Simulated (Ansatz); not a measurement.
Sn₂₇BH₄₀, relaxed as a doublet with UKS PBE-D4/def2-SVP in Ansatz, starting from a model built from a lattice or polyhedron. Force threshold 0.03 eV/Å.

In the def2 sets Sn takes a core potential; there is no spin–orbit coupling. Single mean-field runs in def2-SVP are fitted with def2-universal-jkfit.

Start:

```xyz
68

Sn    4.619    3.338    6.204
Sn    1.581    6.548    5.042
Sn    0.380    2.130    4.918
Sn    2.134   -0.628    1.704
Sn   -0.902    2.601    0.549
Sn    3.336    3.811    1.828
Sn   -2.103   -1.832    0.426
Sn   -0.324   -4.610   -2.804
Sn   -3.400   -1.384   -3.930
Sn    0.863   -0.172   -2.671
Sn   -4.586   -5.759   -4.098
Sn   -1.607   -4.116   -7.204
Sn    2.488    1.517    6.644
Sn    0.025   -2.436    2.142
Sn   -2.447   -6.411   -2.366
Sn   -0.524    4.754    5.461
Sn   -2.990    0.783    0.941
Sn   -5.460   -3.191   -3.538
Sn    3.688    5.952    6.739
Sn    5.457    3.185    3.554
Sn    2.442    6.418    2.377
B     1.241    1.971    2.265
Sn    3.019   -0.773   -0.946
Sn   -0.021    2.444   -2.139
Sn   -1.228   -2.000   -2.251
Sn    0.530   -4.729   -5.452
Sn   -2.524   -1.530   -6.642
Sn   -3.726   -5.933   -6.738
H     5.931    2.971    7.259
H     1.022    8.160    5.360
H    -0.907    1.037    5.167
H     3.473   -0.994    2.783
H    -1.445    4.211    0.880
H     3.848    3.701    0.188
H    -3.381   -2.954    0.659
H     0.969   -4.953   -1.725
H    -3.925    0.260   -3.648
H     1.381   -0.269   -4.315
H    -5.852   -6.899   -3.822
H    -1.102   -4.226   -8.815
H     1.977    1.662    8.285
H     3.104   -0.071    6.298
H    -0.476   -2.358    3.784
H     0.582   -4.053    1.803
H    -2.957   -6.320   -0.733
H    -1.882   -8.010   -2.681
H    -1.065    4.862    7.107
H    -1.837    5.148    4.394
H    -3.533    0.891    2.588
H    -4.299    1.179   -0.088
H    -6.004   -3.064   -1.909
H    -6.797   -2.826   -4.604
H     3.196    6.051    8.419
H     5.007    7.061    6.495
H     6.756    4.279    3.287
H     6.050    1.581    3.199
H     3.716    7.518    2.119
H     1.123    6.791    1.316
H     4.299    0.310   -1.195
H     3.552   -2.411   -1.291
H     1.252    3.571   -2.386
H    -1.330    2.864   -3.204
H     1.821   -3.634   -5.693
H     1.065   -6.358   -5.801
H    -1.267   -0.388   -6.891
H    -3.807   -1.166   -7.677
H    -3.184   -7.555   -7.104
H    -5.036   -5.547   -7.824
```

| step | energy (eV) | largest force component (eV/Å) | SCF passes |
| --- | --- | --- | --- |
| 1 | -158782.9774 | 1.300 | 29 |
| 2 | -158784.0346 | 0.480 | 40 |
| 3 | -158784.2511 | 0.598 | 35 |
| 4 | -158784.9490 | 0.743 | 47 |
| 5 | -158785.3940 | 0.283 | 45 |
| 6 | -158785.6097 | 0.126 | 33 |
| 7 | -158785.7296 | 0.134 | 29 |
| 8 | -158785.7899 | 0.148 | 28 |
| 9 | -158785.8221 | 0.099 | 24 |
| 10 | -158785.8602 | 0.098 | 27 |
| 11 | -158785.8858 | 0.050 | 24 |
| 12 | -158785.8978 | 0.049 | 24 |
| 13 | -158785.8983 | 0.072 | 23 |
| 14 | -158785.9055 | 0.038 | 23 |
| 15 | -158785.9075 | 0.017 | 18 |

Force components are those of the run's own axes.

End:

Cartesian coordinates in Å:
```
Sn 4.305 2.907 5.713
Sn 1.164 6.117 4.427
Sn 0.231 1.714 4.276
Sn 2.089 -0.378 1.876
Sn -0.502 2.607 0.853
Sn 2.733 3.162 1.427
Sn -1.987 -1.676 0.677
Sn -0.127 -4.286 -2.479
Sn -3.209 -1.008 -3.674
Sn 1.112 0.093 -2.462
Sn -4.381 -5.439 -3.696
Sn -1.401 -3.772 -6.843
Sn 2.206 1.101 6.205
Sn 0.172 -2.409 2.320
Sn -2.240 -6.079 -1.980
Sn -0.857 4.226 4.962
Sn -2.808 0.957 1.226
Sn -5.296 -2.828 -3.163
Sn 3.387 5.552 6.075
Sn 5.058 2.659 3.013
Sn 2.051 5.887 1.760
B 1.141 1.657 2.200
Sn 3.172 -0.702 -0.711
Sn 0.138 2.677 -1.903
Sn -1.050 -1.667 -1.986
Sn 0.758 -4.412 -5.148
Sn -2.301 -1.151 -6.336
Sn -3.509 -5.583 -6.372
H 5.709 2.596 6.698
H 0.653 7.749 4.769
H -1.011 0.493 4.407
H 3.358 -0.613 3.053
H -0.882 4.206 1.448
H 3.121 2.807 -0.239
H -3.364 -2.739 0.789
H 1.198 -4.600 -1.389
H -3.718 0.615 -3.291
H 1.519 -0.100 -4.147
H -5.684 -6.572 -3.460
H -0.900 -3.905 -8.507
H 1.610 1.340 7.820
H 2.759 -0.540 6.088
H -0.284 -2.541 3.990
H 0.751 -3.964 1.805
H -2.739 -5.930 -0.321
H -1.745 -7.727 -2.225
H -1.270 4.298 6.649
H -2.296 4.604 4.067
H -3.454 1.247 2.812
H -3.975 1.526 0.064
H -5.778 -2.687 -1.499
H -6.692 -2.473 -4.137
H 2.967 5.758 7.749
H 4.690 6.651 5.732
H 6.209 3.872 2.527
H 5.711 1.110 2.577
H 3.483 6.850 1.536
H 0.876 6.435 0.606
H 4.619 0.227 -0.959
H 3.560 -2.364 -1.041
H 1.236 3.958 -2.309
H -1.324 2.936 -2.810
H 2.056 -3.280 -5.377
H 1.371 -5.990 -5.540
H -1.006 -0.014 -6.561
H -3.562 -0.727 -7.455
H -2.983 -7.200 -6.733
H -4.837 -5.233 -7.438
```

Bonds formed: Sn5–Sn6 (atoms count from 1).

No frequencies were taken in this run, so the end may be a saddle point.

It took 1.9 min on 11 threads of AMD EPYC 7R13 on a shared host and a whole NVIDIA H100 80GB HBM3, peak host memory 1.9 GiB.
